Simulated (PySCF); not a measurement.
This PySCF input asks for the NMR shieldings of `InChI=1S/C5H15NSSi2/c1-2-9(7-8-6)5-3-4-5/h5,9H,2-4,6,8H2,1H3/t9-/m1/s1`; the geometry comes from GFN2-xTB.

```python
import basis_set_exchange as bse
import numpy as np
from pyscf import gto, dft
from pyscf.prop import nmr

atoms = """
C    -2.743967   -0.964261   -0.265554
C    -1.926762   -1.017552    1.021020
Si   -0.086478   -0.577441    0.817501
S     0.666026   -1.887709   -0.720324
Si    2.577351   -1.043874   -1.216952
N     3.381801   -0.731647    0.270213
C     0.261437    1.226065    0.393047
C    -0.811988    2.275865    0.458918
C    -0.272424    1.854100   -0.865625
H    -3.758990   -1.317548   -0.089339
H    -2.803602    0.050950   -0.651059
H    -2.288916   -1.596027   -1.024811
H    -1.990487   -2.026640    1.430505
H    -2.371007   -0.355287    1.765467
H     0.619300   -0.887795    2.069520
H     2.417417    0.249712   -1.865400
H     3.139267   -2.056643   -2.105303
H     4.313075   -0.349788    0.244091
H     3.306590   -1.408749    1.013039
H     1.251244    1.559862    0.683026
H    -0.547344    3.253745    0.834242
H    -1.811770    1.970384    0.727304
H    -0.896759    1.257785   -1.514165
H     0.365253    2.542259   -1.401807
"""
names = dict.fromkeys(["C", "Si", "S", "N", "H"], "pcSseg-1")
basis = {el: gto.basis.parse(bse.get_basis(n, elements=[el], fmt="nwchem")) for el, n in names.items()}
mol = gto.M(atom=atoms, basis=basis, charge=0, verbose=0)
mf = dft.RKS(mol, xc="PBE0")
mf.grids.level = 2
mf.grids.alignment = dft.numint.BLKSIZE   # the property module wants whole blocks of grid points
mf.conv_tol = 1e-9
mf.kernel()

calc = nmr.RKS(mf)   # GIAO
C = mf.mo_coeff
Co = C[:, mf.mo_occ > 0]
resp = mf.gen_response(singlet=True, hermi=2)
def vind(x):   # induced exchange potential for any number of trial vectors
    d = np.einsum("pi,xij,qj->xpq", C, 2 * x.reshape(-1, C.shape[1], Co.shape[1]), Co, optimize=True)
    return np.einsum("xpq,pi,qj->xij", resp(d - d.transpose(0, 2, 1)), C, Co, optimize=True).ravel()
mo1, _ = nmr.rhf.solve_mo1(calc, with_cphf=vind)
sigma = calc.kernel(mo1)
for i, s in enumerate(sigma):   # ppm
    print("%2d %-2s %9.2f" % (i, mol.atom_pure_symbol(i), np.trace(s) / 3))
```

Problem. Give the expected output.

Solution. 
```
 0 C     177.33
 1 C     177.33
 2 Si    350.20
 3 S     773.98
 4 Si    373.95
 5 N     248.19
 6 C     186.78
 7 C     181.55
 8 C     181.75
 9 H      30.56
10 H      31.30
11 H      30.28
12 H      30.89
13 H      30.90
14 H      26.36
15 H      26.27
16 H      26.18
17 H      31.56
18 H      31.20
19 H      31.16
20 H      30.92
21 H      31.23
22 H      31.22
23 H      31.03
```

These numbers come from an equivalent density-fitted implementation of the same equations, which agrees with the script to about 0.01 ppm for H and up to a few tenths of a ppm for heavy atoms, so last digits may differ.

Problem. Turn these shieldings into chemical shifts. Shifts are taken against calculated references (same method and geometry level): ¹³C (σref 186.93), ²⁹Si (σref 349.16), ¹H (σref 31.72) vs TMS; ³³S (σref 503.73) vs CS2; NH3 for ¹⁵N (σref 267.73).

Solution. Averaging equivalent atoms: C 0: 9.6; C 1: 9.6; C 7: 5.4; C 8: 5.2; C 6: 0.1; Si 2: -1.0; Si 4: -24.8; S 3: -270; N 5: 19.5; H 16: 5.54; H 15: 5.45; H 14: 5.36; H 9/10/11: 1.00; H 12: 0.82; H 13: 0.81; H 20: 0.80; H 23: 0.69; H 19: 0.56; H 22: 0.49; H 21: 0.48; H 17/18: 0.34 ppm. Experimental scales use liquid or dissolved standards, which lie at an offset from isolated NH3 (liquid NH3: subtract about 20 ppm).

Size and cost of the density-fitted run: 249 basis functions, 2.1 min wall time on 1 thread of an Arm Neoverse N1, shared host; peak memory 1.1 GiB.
